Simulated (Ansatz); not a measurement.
Basis-set series for C3H5AlClF, SMILES `C=C[CH2][Al]([F])[Cl]`. Total charge 0; spin multiplicity 1. Geometry: relaxed with PBE0-D4/def2-TZVP. It is one conformer, not always the lowest.

| functional | basis | functions | energy (Eh) | HOMO (eV) | LUMO (eV) |
| --- | --- | --- | --- | --- | --- |
| PBE0-D4 | def2-SVP | 117 | -919.05001 | -7.36 | -0.99 |
| PBE0-D4 | def2-TZVPP | 278 | -919.54878 | -7.38 | -1.13 |
| ωB97M-V | def2-SVP | 117 | -919.42527 | -9.46 | 1.02 |
| ωB97M-V | def2-TZVPP | 278 | -919.93080 | -9.49 | 0.79 |

(1) Give the rows for def2-QZVPP. (Estimate.)

Results:

(1) Computed: 
| functional | basis | functions | energy (Eh) | HOMO (eV) | LUMO (eV) |
| --- | --- | --- | --- | --- | --- |
| PBE0-D4 | def2-QZVPP | 518 | -919.58236 | -7.39 | -1.19 |
| ωB97M-V | def2-QZVPP | 518 | -919.96260 | -9.51 | 0.59 |

Positive LUMOs are unbound and depend on the basis.
